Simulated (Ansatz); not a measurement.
Consider the substitution at a C–C bond: `CCCC(C)(C)CC` + `O[SiH2]S` → `CS[SiH2]O` + `CCC(C)(C)CC`.

Program: Ansatz. Geometries: PBE0-D4/def2-TZVP. ΔE: electronic, gas phase. CCSD(T)/CBS adds triple-zeta CCSD(T) − MP2 to the extrapolated MP2 energy (def2 sets, frozen cores). DFT in def2-TZVPP. B3LYP here is the variant with VWN-RPA as its local correlation; programs differ in this. HSE06 is defined as in plane-wave codes. Each species was taken in one conformer, which may not be the lowest.

```tsv
level	ΔE (kJ/mol)	difference from CCSD(T)/CBS
LDA (SPW92)	15.1	1.6
PBE-D4	8.3	-5.2
revPBE-D4	7.0	-6.5
BLYP-D4	6.8	-6.7
r2SCAN-D4	10.8	-2.7
B97M-V	13.2	-0.3
PBE0-D4	11.0	-2.5
r2SCANh-D4	11.4	-2.1
r2SCAN0-D4	12.4	-1.1
BHLYP-D4	11.8	-1.7
CAM-B3LYP-D4	13.3	-0.2
ωB97X-V	12.9	-0.6
ωB97M-V	13.0	-0.5
B2PLYP	11.6	-1.9
PBE-QIDH	13.5	0.0
PBE	8.5	-5.0
revPBE	6.7	-6.8
BLYP	7.8	-5.7
r2SCAN	10.3	-3.2
PBE0	11.1	-2.4
B3LYP	10.3	-3.2
r2SCANh	11.0	-2.5
r2SCAN0	12.0	-1.5
HSE06	10.9	-2.6
BHLYP	13.1	-0.4
CAM-B3LYP	13.4	-0.1
RPA@PBE/def2-TZVPP	16.8	3.3
HF/def2-SVP	21.6	8.1
MP2/def2-SVP	23.5	10.0
CCSD/def2-SVP	25.0	11.5
HF/def2-TZVPP	14.6	1.1
MP2/def2-TZVPP	14.5	1.0
SCS-MP2/def2-TZVPP	14.3	0.8
CCSD/def2-TZVPP	17.2	3.7
CCSD(T)/def2-TZVPP	16.1	2.6
HF/def2-QZVPP	14.6	1.1
SCS-MP2/def2-QZVPP	12.8	-0.7
HF/CBS(def2)	14.5	1.0
MP2/CBS(def2)	11.9	-1.6
CCSD/CBS(def2)	14.5	1.0
CCSD(T)/CBS	13.5	0
```

Largest T1 diagnostic among the species: 0.011.

At CCSD(T), def2-SVP lies +11.0 kJ/mol from the extrapolated value and def2-TZVPP +2.6 kJ/mol. Leaving LDA and LC-ωPBE aside and taking each functional with its dispersion term where it has one, the values spread over 6.7 kJ/mol, from BLYP-D4 to PBE-QIDH. LDA lies +6.6 kJ/mol from PBE without D4.
